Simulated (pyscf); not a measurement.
Optimised with ωB97X-D3(BJ)/def2-SVP in PySCF.

For H₃Si–SiH(SiH₃)–Cl + H₃Si–Cl → H₃Si–SiH₂–SiH₃ + dichlorosilane (Cl–SiH₂–Cl), a four-centre exchange (singlet surface; Cl–Si, H–Si broken, H–Si, Cl–Si formed), PBE/def2-TZVP gives ΔE‡ = 146.7 kJ/mol and ΔE = -12.5 kJ/mol (zero: the separated reactants). In which direction and how far do r²SCAN/def2-TZVP, B3LYP-D3(BJ)/def2-TZVP, ωB97M-D3(BJ)/def2-TZVP move these?

r²SCAN: ΔE‡ = 152.3 kJ/mol, ΔE = -12.8 kJ/mol; B3LYP-D3(BJ): ΔE‡ = 159.2 kJ/mol, ΔE = -7.3 kJ/mol; ωB97M-D3(BJ): ΔE‡ = 162.3 kJ/mol, ΔE = -10.7 kJ/mol. PBE's barrier lies under all of them, by 5.7 to 15.7 kJ/mol. Its reaction energy matches one of them and lies within 5.2 kJ/mol of the others. One saddle was located; it need not be the lowest between these sides.
